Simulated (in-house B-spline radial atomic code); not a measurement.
Ag is squeezed into an impenetrable sphere of radius R (the orbitals vanish at R). Level of theory: non-relativistic r2SCAN, spin-polarised, spherical fractional occupations, point nucleus; calculated with a B-spline radial code for spherical atoms.

Energies in eV above the free atom in [Kr] 4d10 5s1:

| R (bohr) | highest level (eV) | [Kr] 4d10 5s1 | [Ar] 3d10 4s2 4p5 4d10 4f1 5s1 | [Kr] 4d9 5s1 5f1 |
| --- | --- | --- | --- | --- |
| 9.02 | -4.47 | 0.02376 | 67.9 | 24.44 |
| 6.36 | -3.86 | 0.4392 | 73.24 | 36.55 |
| 4.61 | -0.842 | 3.424 | 83.98 | 56.75 |
| 4.42 | -0.0232 | 4.379 | 86.18 | 60.55 |
| 3.88 | 3.66 | 9.179 | 95.09 | 75.48 |
| 3.24 | 13.4 | 24.44 | 116.6 | 109.3 |
| 2.52 | 45.4 | 89.94 | 192.7 | 214.9 |
| 2.17 | 84.8 | 190.6 | 301.4 | 351.2 |
| 1.84 | 161 | 426.1 | 547.6 | 640.7 |
| 1.56 | 290 | 920.2 | 1053 | 1208 |

Does [Ar] 3d10 4s2 4p5 4d10 4f1 5s1 fall below [Kr] 4d10 5s1 under compression?

No, it stays above over the whole range.

Does [Kr] 4d9 5s1 5f1 fall below [Kr] 4d10 5s1 under compression?

No, it stays above over the whole range.

The highest level is first positive in the row R = 3.88 bohr, pushed up by confinement above the zero of the free ion's potential. Each configuration is held fixed and needn't be the lowest in the sphere.
